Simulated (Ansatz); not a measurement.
Wavefunction ladder for C₃H₇B₂Cl (`B/C(C)=C(/B)Cl`)

| atom | x (Å) | y (Å) | z (Å) |
| --- | --- | --- | --- |
| B1 | -0.904 | 1.304 | -1.008 |
| C2 | -0.160 | 0.400 | 0.030 |
| C3 | 0.195 | 0.710 | 1.433 |
| C4 | 0.109 | -0.756 | -0.611 |
| B5 | 0.786 | -2.051 | -0.248 |
| Cl6 | -0.576 | -0.500 | -2.273 |
| H7 | -0.290 | 2.157 | -1.583 |
| H8 | -2.098 | 1.388 | -0.956 |
| H9 | 0.713 | -0.109 | 1.930 |
| H10 | -0.711 | 0.956 | 1.996 |
| H11 | 0.826 | 1.605 | 1.464 |
| H12 | 0.892 | -2.941 | -1.034 |
| H13 | 1.217 | -2.162 | 0.861 |

Total charge 0; spin multiplicity 1. All single points use the PBE0-D4/def2-TZVP geometry. Frozen core, restricted reference, Ansatz 0.2.0. CBS rows extrapolate triple and quadruple zeta; past MP2 they add the triple-zeta difference.

```
     basis     HF (Eh)  MP2 corr.
def2-TZVPP  -626.55912   -0.88653
def2-QZVPP  -626.57936   -0.94966
```

**Question.** Estimate the CCSD correlation energy and the (T) correction in each basis where they were run (hartree).

**Answer.** 
```
     basis  CCSD corr.       (T)
def2-TZVPP    -0.94612  -0.04406
 CBS(def2)    -1.05601     as TZ
```
